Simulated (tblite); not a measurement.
`C=C[Si@@](O)(C=O)[SiH2]C#N`. Structure optimised with GFN2-xTB, isolated species.

```
atom  x, y, z in Å
C1    -1.2196   -1.3075   -1.5094
C2    -1.5850   -0.3504   -0.6693
Si3   -0.3878    0.6408    0.4092
O4    -0.9416    2.1487    0.6793
C5    -0.3968   -0.2208    2.1319
O6    -0.7953    0.3771    3.1036
Si7    1.7266    0.8863   -0.4959
C8     2.4395   -0.8298   -0.6990
N9     2.8484   -1.8940   -0.8211
H10   -0.1870   -1.5927   -1.6378
H11   -1.9333   -1.8537   -2.1063
H12   -2.6400   -0.1088   -0.5926
H13   -1.3823    2.3607    1.5014
H14   -0.0382   -1.2630    2.2406
H15    2.7363    1.5837    0.3116
H16    1.7482    1.4322   -1.8577
```

(1) Work out the bond lengths C1–H11, C2–Si3, Si3–O4, Si3–C5, C5=O6, Si7–H16 in Å.

(2) How far apart are these pairs, which share no bond: C2···Si7, O4···Si7, O4···H11, C5···H11, O6···H15, Si7···H14, H12···H15?

(3) Where is the centre of mass (commonest isotopes), and what is the radius of gyration?

(4) Give the dihedral angles O4–Si3–C5–H14, C1–C2–Si3–O4, H12–C2–Si3–Si7, C2–Si3–O4–H13, C2–Si3–C5–O6, H12–C2–Si3–O4.

(5) How far are the heavy atoms from their best plane (unweighted least squares)?

(6) Write the matrix of distances between heavy atoms (Å, lower triangle).

## Answers

(1) For C1–H11 the difference vector is (-0.7137, -0.5462, -0.5969) Å, of length 1.0789 Å. C1–H11 1.079; C2–Si3 1.892; Si3–O4 1.629; Si3–C5 1.926; C5=O6 1.209; Si7–H16 1.467 Å.

(2) C2···Si7 3.539 Å (2 bonds apart); O4···Si7 3.177 Å (2 bonds apart); O4···H11 4.976 Å (4 bonds apart); C5···H11 4.795 Å (4 bonds apart); O6···H15 4.661 Å (4 bonds apart); Si7···H14 3.902 Å (3 bonds apart); H12···H15 5.708 Å (4 bonds apart).

(3) Mass 157.002 u; centre at (0.247, 0.157, 0.226) Å; Rg = √(Σ m r²/M) = 2.329 Å. As Ia + Ib + Ic = 2 Σ m r², the three principal moments sum to 1702.6 u·Å².

(4) O4–Si3–C5–H14 -178° (antiperiplanar); C1–C2–Si3–O4 149° (anticlinal); H12–C2–Si3–Si7 -150°; C2–Si3–O4–H13 99° (anticlinal); C2–Si3–C5–O6 -117° (anticlinal); H12–C2–Si3–O4 -30°. Dihedral signs follow IUPAC: positive where, seen along the central bond, the front bond turns clockwise onto the rear one.

(5) 0.927 Å rms; C1 0.61, C2 0.19, Si3 0.45, O4 1.57, C5 1.05, O6 1.01, Si7 1.43, C8 0.12, N9 0.70 Å (magnitudes).

(6) 
```
C1    0.000
C2    1.325  0.000
Si3   2.858  1.892  0.000
O4    4.100  2.912  1.629  0.000
C5    3.888  3.046  1.926  2.832  0.000
O6    4.929  3.923  2.738  3.006  1.209  0.000
Si7   3.811  3.539  2.313  3.177  3.555  4.424  0.000
C8    3.778  4.053  3.374  4.712  4.053  5.136  1.869  0.000
N9    4.167  4.697  4.291  5.741  4.696  5.817  3.016  1.147  0.000
```

Its GFN2-xTB frequencies are all real (lowest 19 cm⁻¹). The numbers are those of one conformer.

These are computed values.
